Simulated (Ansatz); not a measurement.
Mulliken charges of F₂H₄OSiSn, SMILES `[OH][Sn]([F])([F])[SiH3]` from PBE/def2-TZVPP in Ansatz (PBE0-D4/def2-TZVP geometry).

```
atom   x (Å)   y (Å)   z (Å)  charge (e)
  O1   0.729   2.007  -0.821      -0.494
 Sn2   0.677   0.096  -0.492       1.173
  F3   2.413  -0.364   0.172      -0.438
  F4   0.715  -0.730  -2.219      -0.438
 Si5  -1.234  -0.727   0.993       0.012
  H6   1.460   2.277  -1.383       0.197
  H7  -1.087  -2.196   1.102      -0.003
  H8  -2.500  -0.349   0.325      -0.005
  H9  -1.085  -0.060   2.306      -0.005
```

Problem. By hand: the dipole of these point charges (1 e Å = 4.8032 D).

Solution. Σ q r = (-0.642, 0.049, 0.448) e Å, of length 0.784 e Å = 3.77 D.

Problem. How does the dipole of the full density compare? (An estimate is asked.)

Solution. Ansatz gave: (-0.571, 0.006, 0.404) e Å, 3.36 D; the point charges give 1.12 times that, at 3° from its direction.

Point charges leave out the atoms' own dipoles, such as those of lone pairs, and Mulliken's split depends on the basis, so the close match here is no proof of good charges.
